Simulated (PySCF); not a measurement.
Point-charge models of `C=C[C@@H]1C[C@@H](F)CC[SiH2]1` against its computed dipole.

Coordinates (PBE0-D3(BJ)/def2-SVP, Å) and charges (e) from the PBE0/pcSseg-1 density (PySCF):

```
atom       x       y       z  Mulliken      IAO  Hirshfeld  ESP-fitted
  C1   3.318   0.270   0.161   -0.1560  -0.3284    -0.1105     -0.4574
  C2   2.120   0.370  -0.420   -0.1748  -0.1258    -0.0390     -0.2076
  C3   0.830  -0.135   0.137   -0.5282  -0.3783    -0.1118     +0.1535
  C4   0.027  -0.956  -0.883   -0.1786  -0.2645    -0.0757     -0.3766
  C5  -1.309  -1.475  -0.369   +0.1698  +0.1827    +0.0672     +0.3177
  F6  -1.074  -2.240   0.766   -0.3431  -0.3404    -0.1095     -0.2696
  C7  -2.340  -0.411  -0.022   -0.2336  -0.2628    -0.0752     -0.1766
  C8  -1.921   0.498   1.137   -0.5222  -0.5430    -0.1618     -0.2116
 Si9  -0.244   1.290   0.792   +0.6743  +0.7480    +0.3295     +0.3053
 H10   4.211   0.696  -0.302   +0.1189  +0.1479    +0.0443     +0.1910
 H11   3.446  -0.238   1.123   +0.1133  +0.1405    +0.0430     +0.1773
 H12   2.047   0.888  -1.387   +0.1097  +0.1344    +0.0412     +0.1434
 H13   1.034  -0.779   1.010   +0.1556  +0.1486    +0.0377     +0.0742
 H14   0.631  -1.820  -1.208   +0.1406  +0.1429    +0.0386     +0.1172
 H15  -0.167  -0.357  -1.791   +0.1225  +0.1317    +0.0417     +0.1010
 H16  -1.738  -2.152  -1.128   +0.1079  +0.1347    +0.0432     +0.0280
 H17  -3.287  -0.921   0.219   +0.1359  +0.1420    +0.0409     +0.0682
 H18  -2.532   0.181  -0.934   +0.1268  +0.1341    +0.0424     +0.0682
 H19  -1.828  -0.106   2.055   +0.1570  +0.1524    +0.0373     +0.0768
 H20  -2.692   1.259   1.334   +0.1496  +0.1482    +0.0419     +0.0852
 H21  -0.373   2.337  -0.274   -0.0744  -0.1304    -0.0864     -0.1036
 H22   0.364   1.911   2.007   -0.0708  -0.1146    -0.0788     -0.1041
```

Compute μ = Σ q r for each scheme (1 e·Å = 4.803 D) and compare with the dipole of the full density.

The full density gives (-0.92, 0.45, -1.17) D, 1.55 D in size; dipole vectors point from the negative to the positive end.

```csv
scheme,μx,μy,μz,size (D),share of the full size (%),angle to the full dipole (°)
Mulliken,-0.47,2.98,-1.68,3.45,222,46
IAO,-0.88,2.31,-2.05,3.21,207,32
Hirshfeld,-0.61,0.39,-0.80,1.08,69,4
ESP-fitted,-0.93,0.45,-1.18,1.57,101,0
```

Which set comes closest?

Length of the difference vector: ESP-fitted 0.02 D, Hirshfeld 0.48 D, IAO 2.06 D, Mulliken 2.61 D. Closest: ESP-fitted. 

What is left for the Hirshfeld atoms' own dipoles?

The shares of the density sum to the whole, so what Σ q r misses lies in dipoles about the nuclei. The atomic dipoles sum to (-0.92, 0.45, -1.17) − (-0.61, 0.39, -0.80) = (-0.31, 0.06, -0.37) D, 0.48 D in size.

With the origin at the mean of the coordinates, (-0.067, -0.086, 0.092) Å, which are the largest single terms, by size, of the Mulliken dipole along the direction of the full one?

H11 -1.58, C7 -1.50, C3 +1.47, C1 +1.46, H18 +1.41 D; all 22 atoms together +2.41 D. The single terms depend on the origin, their sum doesn't.

Give the size of the full dipole in other units.

1.55 D = 0.611 au = 0.324 e·Å = 5.18 × 10⁻³⁰ C·m.

One conformer (not necessarily the lowest) at the PBE0-D3(BJ)/def2-SVP geometry, without solvent, vibrations or thermal averaging.

The run behind these numbers computed NMR shieldings as well. On one thread of an Arm Neoverse V2, no GPU, shared host, this took 37 s.
